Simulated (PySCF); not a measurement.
# Continuum solvent and chemical shifts

Mapped SMILES: `[N:1]#[C:2][BH2-:3][PH2+:4][F:5]`; H(Xn) means a hydrogen on atom n.

GIAO PBE0/pcSseg-1 in PySCF 2.14.0 with density-fitted response routines on one PBE0-D3(BJ)/def2-SVP conformer, non-relativistic, equivalent nuclei averaged. Solvents enter as an IEF-PCM continuum (acetone with ε = 20.5, water with ε = 78.4) around the gas-phase geometry. Shifts are referred to TMS, BF3·OEt2, CFCl3 computed in the same medium.

Gas phase, δ in ppm: C2 124.9, B3 -46.3, F5 -227.6, H(P4) 7.04, H(B3) 2.17. Dipole moment 4.64 D.

Q: How does each δ change in the continuum?

A: 
```csv
atoms,environment,"Δδ, acetone","Δδ, water"
C2,nitrile carbon,+9.2,+9.7
B3,"boron bonded to C, P, 2 H",-0.3,-0.4
F5,fluorine bonded to P,-8.8,-9.2
H(P4),"hydrogen on a phosphorus bonded to B, F",+0.51,+0.54
H(B3),"hydrogen on a boron bonded to C, P",-0.26,-0.28
```

Changes are relative to the gas phase. The dipole moment becomes 5.92 D in acetone, 5.99 D in water.

Q: Which of the listed nuclei move most (in ppm), and what does the model miss? (N and O are left out, as their reference compounds move with the solvent too.)

A: C2 (nitrile carbon, +9.7 ppm) in water. A continuum only polarises the solute; specific hydrogen bonds, the anisotropy of aromatic solvents and changes of geometry or conformer are outside it.
